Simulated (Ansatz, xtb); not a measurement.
Two structures of AlH5O2S

Structure X is `[OH][Al@H-]([OH2+])[SH]`, a singlet and structure Y is a singlet given by its coordinates. Both are isolated molecules in the gas phase, relaxed with BLYP-D3(BJ)/def2-SVP; the shapes shown needn't be the lowest conformers.

X (Å):

```yaml
atoms:
  - { symbol: Al, position_ang: [-1.9020, -0.5926, 0.3313] }
  - { symbol: O, position_ang: [-3.6234, -0.9192, 0.4177] }
  - { symbol: O, position_ang: [-1.8467, -2.0465, -1.0682] }
  - { symbol: S, position_ang: [-0.6909, -1.7292, 1.8647] }
  - { symbol: H, position_ang: [-4.2904, -0.3780, 0.8679] }
  - { symbol: H, position_ang: [-1.3308, 0.7596, -0.2716] }
  - { symbol: H, position_ang: [-1.3769, -2.7599, -0.5709] }
  - { symbol: H, position_ang: [-2.8084, -2.2766, -1.0218] }
  - { symbol: H, position_ang: [0.4878, -1.1333, 1.5205] }
```

Y (Å):

```xyz
9

Al   -0.7653   -0.8306   -0.1057
O    -1.1797    0.5913   -1.0041
O    -1.5756   -1.3414    1.3375
S     1.5174    0.1113    1.0509
H    -0.0058   -1.9619   -0.9106
H    -2.2268   -0.8127    1.8255
H    -1.8039    1.2728   -0.7081
H     1.9540   -1.1415    1.3685
H     2.1962    0.1088   -0.1324
```

Close contacts (Å): Al1–O2 1.73, Al1–O3 1.73, Al1–S4 2.73, Al1–H5 1.58, O2–H7 0.97, O3–H6 0.97, S4–H8 1.36, S4–H9 1.36.

Q: Estimate which is lower in electronic energy at CCSD(T)/def2-SVP + ΔMP2/def2-TZVPP, and by roughly how much.

A: The CCSD(T)/def2-SVP + ΔMP2/def2-TZVPP calculation puts structure X lower, by 6.1 kcal/mol.

The same difference at several levels:

```tsv
level	geometry	E(Y) − E(X) (kcal/mol)	departure from the last row (kcal/mol)	job, with rough time for the two
GFN2-xTB	GFN2-xTB	−13.9	−20.1	optimisation, 1.5 s
HF/STO-3G	GFN2-xTB	+35.4	+29.3	single point, 1.7 s
r2SCAN-D4/def2-SVP	GFN2-xTB	+12.0	+5.8	single point, 13 s
BLYP-D3(BJ)/def2-SVP	BLYP-D3(BJ)/def2-SVP	+9.1	+3.0	optimisation, 2.7 min
HF/def2-SVP	BLYP-D3(BJ)/def2-SVP	+9.4	+3.2	part of the CCSD(T) run
MP2/def2-SVP	BLYP-D3(BJ)/def2-SVP	+10.2	+4.0	part of the CCSD(T) run
CCSD(T)/def2-SVP	BLYP-D3(BJ)/def2-SVP	+9.5	+3.3	single point
CCSD(T)/def2-SVP + ΔMP2/def2-TZVPP	BLYP-D3(BJ)/def2-SVP	+6.1		single point, 75 s
```

GFN2-xTB puts the two in the other order. The largest departure from CCSD(T)/def2-SVP + ΔMP2/def2-TZVPP is that of HF/STO-3G, 29.3 kcal/mol. The last row adds to CCSD(T) the change of the MP2 difference between the two basis sets, here −3.3 kcal/mol, a large step that makes the value less sure.

With harmonic frequencies from BLYP-D3(BJ)/def2-SVP (ideal gas, rigid rotor, one conformer each, 400 K, 1 atm): on the last row, ΔE + ΔZPE = +3.6 kcal/mol. A mode under 50 cm⁻¹ makes harmonic enthalpies and free energies unreliable, so none is given.

The correlated steps freeze 12 core orbitals. Run with Ansatz 0.2.0, xtb 6.7.1; the last row on 1 thread of AMD EPYC (Zen 3) on a shared host.
